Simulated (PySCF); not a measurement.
# Bond curve of BeH⁺

Set-up: Be def2-SVP, H def2-SVP; no relativity (PySCF 2.14). Energies in eV from Be⁺ + H in their ground configurations at the same level. State: ¹Σ⁺ (singlet), closed shell.

All columns are PBE0. A positive dipole points towards H; it is taken about the centre of mass and depends on that origin.

```json
{"R (Å)": "1.145", "E (eV)": "-2.557", "μ (D)": "-3.12", "Mulliken charge on Be (basis-dependent)": "0.89", "HOMO (eV)": "-17.62", "LUMO (eV)": "-10.40", "Mayer bond order": "0.99", "⟨S²⟩": "0.00"}
{"R (Å)": "1.199", "E (eV)": "-2.750", "μ (D)": "-3.09", "Mulliken charge on Be (basis-dependent)": "0.89", "HOMO (eV)": "-17.44", "LUMO (eV)": "-10.44", "Mayer bond order": "0.99", "⟨S²⟩": "0.00"}
{"R (Å)": "1.252", "E (eV)": "-2.863", "μ (D)": "-3.04", "Mulliken charge on Be (basis-dependent)": "0.89", "HOMO (eV)": "-17.27", "LUMO (eV)": "-10.47", "Mayer bond order": "0.99", "⟨S²⟩": "0.00"}
{"R (Å)": "1.292", "E (eV)": "-2.906", "μ (D)": "-3.01", "Mulliken charge on Be (basis-dependent)": "0.89", "HOMO (eV)": "-17.14", "LUMO (eV)": "-10.49", "Mayer bond order": "0.99", "⟨S²⟩": "0.00"}
{"R (Å)": "1.332", "E (eV)": "-2.919", "μ (D)": "-2.97", "Mulliken charge on Be (basis-dependent)": "0.90", "HOMO (eV)": "-17.01", "LUMO (eV)": "-10.52", "Mayer bond order": "0.99", "⟨S²⟩": "0.00"}
{"R (Å)": "1.372", "E (eV)": "-2.907", "μ (D)": "-2.93", "Mulliken charge on Be (basis-dependent)": "0.90", "HOMO (eV)": "-16.88", "LUMO (eV)": "-10.54", "Mayer bond order": "0.99", "⟨S²⟩": "0.00"}
{"R (Å)": "1.425", "E (eV)": "-2.859", "μ (D)": "-2.87", "Mulliken charge on Be (basis-dependent)": "0.90", "HOMO (eV)": "-16.72", "LUMO (eV)": "-10.58", "Mayer bond order": "0.99", "⟨S²⟩": "0.00"}
{"R (Å)": "1.492", "E (eV)": "-2.758", "μ (D)": "-2.79", "Mulliken charge on Be (basis-dependent)": "0.90", "HOMO (eV)": "-16.52", "LUMO (eV)": "-10.62", "Mayer bond order": "0.99", "⟨S²⟩": "0.00"}
{"R (Å)": "1.572", "E (eV)": "-2.593", "μ (D)": "-2.67", "Mulliken charge on Be (basis-dependent)": "0.90", "HOMO (eV)": "-16.30", "LUMO (eV)": "-10.67", "Mayer bond order": "0.99", "⟨S²⟩": "0.00"}
{"R (Å)": "1.678", "E (eV)": "-2.323", "μ (D)": "-2.50", "Mulliken charge on Be (basis-dependent)": "0.90", "HOMO (eV)": "-16.02", "LUMO (eV)": "-10.75", "Mayer bond order": "0.99", "⟨S²⟩": "0.00"}
```

A fit through these points gives, at Re = 1.332 Å, μ = -2.97 D and dμ/dR = 0.993 D/Å; the reduced mass is 0.9065 u.

How strong is the fundamental in the double-harmonic approximation, I = 42.26·(dμ/dR)²/μred km/mol?

I = 42.26·(0.993)²/0.9065 = 46.0 km/mol at PBE0.

For an ion De counts to the pair picked by the measured ionisation energies or electron affinities, which need not be the lowest pair at this level.
